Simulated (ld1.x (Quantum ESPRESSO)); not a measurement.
**aluminium (Al): one change to a PAW potential, before and after**

ld1.x (Quantum ESPRESSO) 7.5 input, shortened:

```
&input
   title='Al', zed=13., rel=0, dft='PBE', iswitch=3,
   config='[Ne] 3s1.75 3p1.25 3d-2'
 /
 &inputp
   pseudotype=3, lpaw=.true., tm=.true., lloc=-2, rcloc=2.35,
   nlcc=.true., new_core_ps=.true., rcore=1.25,
   which_augfun='PSQ', rmatch_augfun_nc=.true.
 /
6
3S  1  0   1.75   0.00  1.70  1.85  0.0
3S  1  0   0.00   0.05  1.70  1.85  0.0
3P  2  1   1.25   0.00  1.90  2.55  0.0
3P  2  1   0.00   2.95  1.90  2.55  0.0
3D  3  2  -2.00  -0.15  1.95  2.05  0.0
3D  3  2  -2.00   2.30  1.95  2.05  0.0
 &test
   configts(1)='3s1.75 3p1.25'
 /
```

Change: local potential all-electron potential smoothed inside 1.58 bohr (lloc = -2).

Cutoffs: the cutoffs (Ry, on a coarse ladder) from which the occupation-weighted sum of valence levels, in a spherical-Bessel basis at the reference potential, stays within 10 and 1 mRy of its value at 400 Ry; they do not see the model core or the augmentation charge, which bear on the density cutoff. Errors are all-electron minus pseudo energies relative to the spin-unpolarised reference configuration.

Problem. How do hardness, ghosts and transferability respond?

Solution. Both files are very soft, the changed one slightly softer (loose and tight cutoff 10 and 12 Ry → 8 and 12 Ry on this coarse ladder); the bound ghost in s disappears; the errors of the 7 common tests hardly move. A state that the projectors do not describe sees the local part alone, so a deeper or shallower local part can create or remove a ghost.

```tsv
quantity	base	changed
cutoff, loose	10 Ry	8 Ry
cutoff, tight	12 Ry	12 Ry
bound ghosts	s	none
error for 3s2 3p1, meV [ΔE -1.26 eV]	-0.1	-0.1
error for 3s2 3p0, meV [ΔE 4.51 eV]	-0.4	-0.4
error for 3s1 3p0, meV [ΔE 23.70 eV]	-17	-16
error for 3s1 3p1, meV [ΔE 10.28 eV]	-2.4	-2.4
error for 3s2 3p1.3, meV [ΔE -1.84 eV]	-0.1	-0.1
error for 3s2 3p0.5, meV [ΔE 0.83 eV]	0.0	0.0
error for 3s0 3p3, meV [ΔE 9.12 eV]	-3.2	-3.2
s: phases at 2.76 bohr within 0.05 rad from the reference energy up to (Ry; the scan ends near 5)	3.2	2.8
p: phases at 2.76 bohr within 0.05 rad from the reference energy up to (Ry; the scan ends near 5)	to the end of the scan	to the end of the scan
d: phases at 2.76 bohr within 0.05 rad from the reference energy up to (Ry; the scan ends near 5)	to the end of the scan	to the end of the scan
lowest overlap eigenvalue by channel	s 0.54, p 0.73, d 0.92	s 0.49, p 0.69, d 0.97
```

 A true bound ghost makes a file unfit for plane-wave use even where its test errors are small: the radial tests pick states by their node count and pass the ghost by.
